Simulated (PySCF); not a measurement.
Several orderings of computed values.

All species are isolated and taken at one optimised geometry, non-relativistic unless stated. Electronic properties by PySCF.

Dipoles, sizes and rotational constants follow the conformer. The torsions of the flexible species, by atom-mapped SMILES:
- `[CH2:1]=[CH:2][CH2:3][P@@:4]([CH3:5])(=[O:6])[CH:7]([CH3:8])[CH3:9]`: C1–C2–C3–P4 -124°, C2–C3–P4–C5 177°, C3–P4–C7–C8 59°
- `[CH3:1][CH2:2][CH2:3][CH2:4][P:5]([CH3:6])[C:7]([CH3:8])=[O:9]`: C1–C2–C3–C4 -68°, C2–C3–C4–P5 180°, C3–C4–P5–C6 71°, C4–P5–C7–C8 60°
- `[F:1][C@H:2]([Cl:3])[CH:4]=[C:5]1[CH2:6][CH:7]([F:8])[CH2:9]1`: F1–C2–C4–C5 26°
- `[CH2:1]=[CH:2][P@@:3]([CH3:4])(=[O:5])[C:6]([CH3:7])([CH3:8])[CH3:9]`: C1–C2–P3–C4 -130°, C2–P3–C6–C7 54°
- `[CH3:1][CH2:2][P@@:3]([CH3:4])(=[O:5])[CH:6]1[CH2:7][CH2:8][CH2:9]1`: C1–C2–P3–C4 -73°, C2–P3–C6–C7 -76°
- `[CH3:1][CH2:2][CH2:3][P@@:4]1(=[O:5])[CH2:6][C@@H:7]1[CH2:8][CH3:9]`: C1–C2–C3–P4 -54°, C2–C3–P4–O5 96°, C6–C7–C8–C9 -168°
- `[CH2:1]=[C:2]([CH3:3])[P@@:4]([CH3:5])(=[O:6])[CH2:7][CH2:8][CH3:9]`: C1–C2–P4–C5 56°, C2–P4–C7–C8 -176°, P4–C7–C8–C9 175°

The conformers of `C=P1(CC)CCOCC1` and `CC[P@H](=O)C1CCCC1` aren't listed.

(1) Rank by dipole moment, lowest first (PBE0/pcSseg-1 at GFN2-xTB geometries).
A. `CCCCP(C)C(C)=O`
B. `O=[P@@](C=C)(C)C(C)(C)C`
C. `C(C=C)[P@@](C(C)C)(C)=O`
D. `F/C=C1/C=Cc2ccccc21`
E. `Cl[C@H](C=C1CC(C1)F)F`

(2) Rank by smallest rotational constant, lowest first (GFN2-xTB).
A. `C(CCC)P(C(=O)C)C`
B. `C=CC[P@@](C)(=O)C(C)C`
C. `CC[P@@](C)(=O)C1CCC1`
D. `C=C1[C](C=C1)[CH2+]` [radical]

(3) By how much do the two ends of that ranking differ?

(4) Rank by HOMO energy, lowest first (PBE0/pcSseg-1 at GFN2-xTB geometries).
A. `P1(=C)(CCOCC1)CC`
B. `C=CC[P@@](C)(=O)C(C)C`
C. `CCCCP(C)C(C)=O`
D. `CC[P@H](=O)C1CCCC1`
E. `FC1CC(=C[C@H](F)Cl)C1`
F. `CCC[P@@]1(=O)C[C@@H]1CC`
G. `CC[P@@](C)(=O)C1CCC1`

(5) Rank by HOMO–LUMO gap, highest first (PBE0/pcSseg-1 at GFN2-xTB geometries).
A. `CCCCP(C)C(C)=O`
B. `C=CC[P@@](C)(=O)C(C)C`
C. `F/C=C1/C=Cc2ccccc21`
D. `C=C(C)[P@@](C)(=O)CCC`
E. `C=P1(CC)CCOCC1`

(6) By how much do the two ends of that ranking differ?

Answers

(1) D (1.18 D), E (1.96 D), A (2.81 D), B (3.63 D), C (3.83 D).

(2) A (0.571 GHz), C (0.819 GHz), B (0.897 GHz), D (2.406 GHz).

(3) By 1.835 GHz, between `C=C1C=C[C]1[CH2+]` [charge +1 and doublet state] and `CCCCP(C)C(C)=O`.

(4) E (-7.63 eV), D (-7.47 eV), G (-7.35 eV), B (-7.16 eV), F (-6.80 eV), C (-6.48 eV), A (-5.27 eV).

(5) B (7.27 eV), D (6.95 eV), E (6.22 eV), A (5.79 eV), C (4.60 eV).

(6) By 2.67 eV, between `C=CC[P@@](C)(=O)C(C)C` and `F/C=C1/C=Cc2ccccc21`.
